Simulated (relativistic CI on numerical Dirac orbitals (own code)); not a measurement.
Ho¹²⁺: q coefficients and field-shift factors

Computed by Dirac-Coulomb-Breit CI, separate exchange-only KLI orbitals for each configuration, derivatives by finite differences, unscaled Slater integrals, QED left out (own radial code, finite nucleus).

Configuration list (outside the closed core [Kr] 4d10 5s2): 4f7. The list is cut by size and lacks configurations that can hold low levels.

With x = (α/α₀)² − 1 an excitation energy changes as ω = ω₀ + qx; K = 2q/ω₀ is the relative enhancement. Terms are leading LS components, so labels can repeat. The field-shift factor is F = δν/δ⟨r²⟩ for the transition from the lowest level.

Lowest level 4f7 8S°_7/2.

```
       Level  ω₀ (cm⁻¹)  q (cm⁻¹)         K  F (GHz/fm²)
 4f7 6P°_7/2    51737.2     -5772    -0.223        0.597
 4f7 6P°_5/2    52868.6     -3852    -0.146        0.679
 4f7 6P°_3/2    53922.8     -2182   -0.0809        0.753
 4f7 6I°_7/2    56495.6     -3958     -0.14        0.726
4f7 6I°_17/2    56912.5     -2478   -0.0871        0.787
 4f7 6I°_9/2    57101.7     -2666   -0.0934         0.78
4f7 6I°_11/2    57562.5     -1700   -0.0591         0.82
4f7 6I°_15/2    57639.8     -1288   -0.0447        0.837
4f7 6I°_13/2    57780.1     -1198   -0.0415        0.841
 4f7 6D°_9/2    64105.8     -2927   -0.0913        0.871
 4f7 6D°_1/2    65905.6     266.2   0.00808         1.01
 4f7 6D°_7/2    66012.2    -87.06  -0.00264        0.997
 4f7 6D°_3/2    66365.9     968.2    0.0292         1.04
```

At this charge energies of transitions that change n are usually good to better than 1 %, and those within a shell (Δn = 0) to a few per cent. Terms inside the open d or f shell come out 10 to 20 % too wide with unscaled integrals. Levels and lines within the n = 5 or 6 shells can be off by up to 10 % or somewhat more, and those that change n by about 2 %, since core polarisation is missing.
